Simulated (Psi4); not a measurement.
C2H6N, doublet, geometry from GFN2-xTB; MP2/6-31G (Psi4).

Here is a job for Psi4.
```
memory 2 GB

molecule mol {
0 2
C    -1.241027    0.218321    0.058090
C     0.041878   -0.527900    0.050800
N     1.227038    0.197028   -0.129007
H    -2.038419   -0.413925    0.444645
H    -1.163761    1.106736    0.686271
H    -1.541783    0.552528   -0.944774
H     0.062801   -1.528630   -0.347993
H     1.221493    1.093000    0.341349
H     2.065295   -0.331429    0.070216
}

set {
  basis 6-31g
  reference uhf
}

energy('mp2')
print_variables()
```

The log (banner, timings and long lists left out):

```
    SCF Algorithm Type (re)set to DF.

   => Loading Basis Set <=

    Name: 6-31G
    Role: ORBITAL
    Keyword: BASIS

         ---------------------------------------------------------
                                   SCF
               by Justin Turney, Rob Parrish, Andy Simmonett
                          and Daniel G. A. Smith
                              UHF Reference
         ---------------------------------------------------------

  ==> Geometry <==

    Molecular point group: c1
    Full point group: C1

    Geometry (in Angstrom), charge = 0, multiplicity = 2:

       Center              X                  Y                   Z               Mass
    ------------   -----------------  -----------------  -----------------  -----------------
         C           -1.272519171095     0.229079853991     0.063723289709    12.000000000000
         C            0.010385828905    -0.517141146009     0.056433289709    12.000000000000
         N            1.195545828905     0.207786853991    -0.123373710291    14.003074004430
         H           -2.069911171095    -0.403166146009     0.450278289709     1.007825032230
         H           -1.195253171095     1.117494853991     0.691904289709     1.007825032230
         H           -1.573275171095     0.563286853991    -0.939140710291     1.007825032230
         H            0.031308828905    -1.517871146009    -0.342359710291     1.007825032230
         H            1.190000828905     1.103758853991     0.346982289709     1.007825032230
         H            2.033802828905    -0.320670146009     0.075849289709     1.007825032230

  Running in c1 symmetry.

  Rotational constants: A =      1.42929  B =      0.30418  C =      0.26631 [cm^-1]
  Rotational constants: A =  42849.04932  B =   9119.21799  C =   7983.69710 [MHz]
  Nuclear repulsion =   76.513180435438855

  Charge       = 0
  Multiplicity = 2
  Electrons    = 25
  Nalpha       = 13
  Nbeta        = 12

  ==> Algorithm <==

  SCF Algorithm Type is DF.
  DIIS enabled.
  MOM disabled.
  Fractional occupation disabled.
  Guess Type is SAD.
  Energy threshold   = 1.00e-08
  Density threshold  = 1.00e-08
  Integral threshold = 1.00e-12

  ==> Primary Basis <==

  Basis Set: 6-31G
    Blend: 6-31G
    Number of shells: 27
    Number of basis functions: 39
    Number of Cartesian functions: 39
    Spherical Harmonics?: false
    Max angular momentum: 1

   => Loading Basis Set <=

    Name: (6-31G AUX)
    Role: JKFIT
    Keyword: DF_BASIS_SCF

  ==> Integral Setup <==

  SCF_SUBTYPE=INCORE selected. In-core MEM_DF algorithm will be used.
  Using in-core AOs.

  ==> MemDFJK: Density-Fitted J/K Matrices <==

    J tasked:                   Yes
    K tasked:                   Yes
    wK tasked:                   No
    Algorithm:                 Core
    Schwarz Cutoff:           1E-12
    Mask sparsity (%):       0.1315
    Fitting Condition:        1E-10

   => Auxiliary Basis Set <=

  Basis Set: (6-31G AUX)
    Blend: CC-PVDZ-JKFIT
    Number of shells: 126
    Number of basis functions: 393
    Number of Cartesian functions: 393
    Spherical Harmonics?: false
    Max angular momentum: 3

  Minimum eigenvalue in the overlap matrix is 9.0177681324E-03.
  Reciprocal condition number of the overlap matrix is 1.8732621885E-03.
    Using symmetric orthogonalization.

  ==> Pre-Iterations <==

  SCF Guess: Superposition of Atomic Densities via on-the-fly atomic UHF (no occupation information).

   -------------------------
    Irrep   Nso     Nmo
   -------------------------
     A         39      39
   -------------------------
    Total      39      39
   -------------------------

  ==> Iterations <==

                           Total Energy        Delta E     RMS |[F,P]|

   @DF-UHF iter SAD:  -132.90382310646285   -1.32904e+02   0.00000e+00
   @DF-UHF iter   1:  -133.48599939757190   -5.82176e-01   9.25112e-03 DIIS/ADIIS
   @DF-UHF iter   2:  -133.56016518122956   -7.41658e-02   3.82150e-03 DIIS/ADIIS
   @DF-UHF iter   3:  -133.57203871174221   -1.18735e-02   9.74369e-04 DIIS/ADIIS
   @DF-UHF iter   4:  -133.57376448941719   -1.72578e-03   3.60481e-04 DIIS/ADIIS
   @DF-UHF iter   5:  -133.57406690447647   -3.02415e-04   2.13771e-04 DIIS/ADIIS
   @DF-UHF iter   6:  -133.57421568082228   -1.48776e-04   7.48378e-05 DIIS
   @DF-UHF iter   7:  -133.57423562958741   -1.99488e-05   2.39481e-05 DIIS
   @DF-UHF iter   8:  -133.57423711797489   -1.48839e-06   1.11250e-05 DIIS
   @DF-UHF iter   9:  -133.57423744498740   -3.27013e-07   4.58600e-06 DIIS
   @DF-UHF iter  10:  -133.57423751038235   -6.53949e-08   1.50556e-06 DIIS
   @DF-UHF iter  11:  -133.57423751771665   -7.33431e-09   3.78213e-07 DIIS
   @DF-UHF iter  12:  -133.57423751818584   -4.69186e-10   1.28102e-07 DIIS
   @DF-UHF iter  13:  -133.57423751824322   -5.73834e-11   3.69856e-08 DIIS
   @DF-UHF iter  14:  -133.57423751824763   -4.40536e-12   1.13601e-08 DIIS
   @DF-UHF iter  15:  -133.57423751824780   -1.70530e-13   5.07169e-09 DIIS
  Energy and wave function converged.

  ==> Post-Iterations <==

   @Spin Contamination Metric:   1.086764434E-02
   @S^2 Expected:                7.500000000E-01
   @S^2 Observed:                7.608676443E-01
   @S   Expected:                5.000000000E-01
   @S   Observed:                5.000000000E-01

    Orbital Energies [Eh]
    ---------------------

    Alpha Occupied:

[...]
      13A     -0.278217

    Alpha Virtual:

[...]
    Beta Occupied:

[...]
    Beta Virtual:

[...]
    Final Occupation by Irrep:
              A
    DOCC [    12 ]
    SOCC [     1 ]
    NA   [    13 ]
    NB   [    12 ]

  @DF-UHF Final Energy:  -133.57423751824780

   => Energetics <=

    Nuclear Repulsion Energy =             76.5131804354388549
    One-Electron Energy =                -331.2964159885431172
    Two-Electron Energy =                 121.2089980348564353
    Total Energy =                       -133.5742375182477986

  UHF NO Occupations:
  HONO-2 :   11  A 1.9988244
  HONO-1 :   12  A 1.9976152
  HONO-0 :   13  A 1.0000000
  LUNO+0 :   14  A 0.0023848
  LUNO+1 :   15  A 0.0011756
  LUNO+2 :   16  A 0.0008947
  LUNO+3 :   17  A 0.0004825

Computation Completed

Properties will be evaluated at   0.000000,   0.000000,   0.000000 [a0]

Properties computed using the SCF density matrix

 Multipole Moments:

 ------------------------------------------------------------------------------------
     Multipole            Electronic (a.u.)      Nuclear  (a.u.)        Total (a.u.)
 ------------------------------------------------------------------------------------

 L = 1.  Multiply by 2.5417464519 to convert [e a0] to [Debye]
 Dipole X            :          1.6171719           -1.4877932            0.1293786
 Dipole Y            :         -0.4955585            0.5082860            0.0127275
 Dipole Z            :          0.1589810            0.2661438            0.4251248
 Magnitude           :                                                    0.4445581

 ------------------------------------------------------------------------------------

  //>>>>>>>>>>>>>>>>>>>>>>>>>>>>>>>>>>>//
  //               DFMP2               //
  //<<<<<<<<<<<<<<<<<<<<<<<<<<<<<<<<<<<//

   => Loading Basis Set <=

    Name: (6-31G AUX)
    Role: RIFIT
    Keyword: DF_BASIS_MP2

	 --------------------------------------------------------
	                          DF-MP2
	      2nd-Order Density-Fitted Moller-Plesset Theory

	        Rob Parrish, Justin Turney, Andy Simmonett,
	           Ed Hohenstein, and C. David Sherrill
	 --------------------------------------------------------

	 --------------------------------------------------------
	                 NBF =    39, NAUX =   252
	 --------------------------------------------------------
	   CLASS    FOCC     OCC    AOCC    AVIR     VIR    FVIR
	   ALPHA       0      13      13      26      26       0
	    BETA       0      12      12      27      27       0
	 --------------------------------------------------------

	-----------------------------------------------------------
	 ==================> DF-MP2 Energies <====================
	-----------------------------------------------------------
	 Reference Energy          =    -133.5742375182477986 [Eh]
	 Singles Energy            =      -0.0000000000000000 [Eh]
	 Same-Spin Energy          =      -0.0605399793701680 [Eh]
	 Opposite-Spin Energy      =      -0.2164268681678175 [Eh]
	 Correlation Energy        =      -0.2769668475379855 [Eh]
	 Total Energy              =    -133.8512043657857760 [Eh]
	-----------------------------------------------------------
	 ================> DF-SCS-MP2 Energies <==================
	-----------------------------------------------------------
	 SCS Same-Spin Scale       =       0.3333333333333333 [-]
	 SCS Opposite-Spin Scale   =       1.2000000000000000 [-]
	 SCS Same-Spin Energy      =      -0.0201799931233893 [Eh]
	 SCS Opposite-Spin Energy  =      -0.2597122418013810 [Eh]
	 SCS Correlation Energy    =      -0.2798922349247703 [Eh]
	 SCS Total Energy          =    -133.8541297531725718 [Eh]
	-----------------------------------------------------------

  Variable Map:
  ----------------------------------------------------------------------------
[...]
  Array Variable Map:
  ----------------------------------------------------------------------------
[...]
[...]
```
